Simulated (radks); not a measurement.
The gallium ion Ga2+, configuration [Ar] 3d9.5 4s1.5 (fractional occupations, a model configuration). Method: Dirac Kohn-Sham, PBE, spin-unpolarised, spherical densities, finite nucleus; open shells fill j = l - 1/2 first; Fermi nuclear charge, rms radius 3.9973 fm; computed with a radial shooting solver on a logarithmic mesh with Libxc functionals.

Spin-orbit splittings of the eigenvalues, e(l+1/2) - e(l-1/2), with zeta = 2 splitting/(2l+1) and mean radii in bohr:

\begin{tabular}{lrrrrr}
shell & occ. & splitting (eV) & zeta (eV) & <r> j=l-1/2 & <r> j=l+1/2 \\ \hline
2p & 6 & 27.65 & 18.44 & 0.1883 & 0.1918 \\
3p & 6 & 3.658 & 2.439 & 0.6685 & 0.6790 \\
3d & 9.5 & 0.4820 & 0.1928 & 0.7754 & 0.7806 \\
\end{tabular}
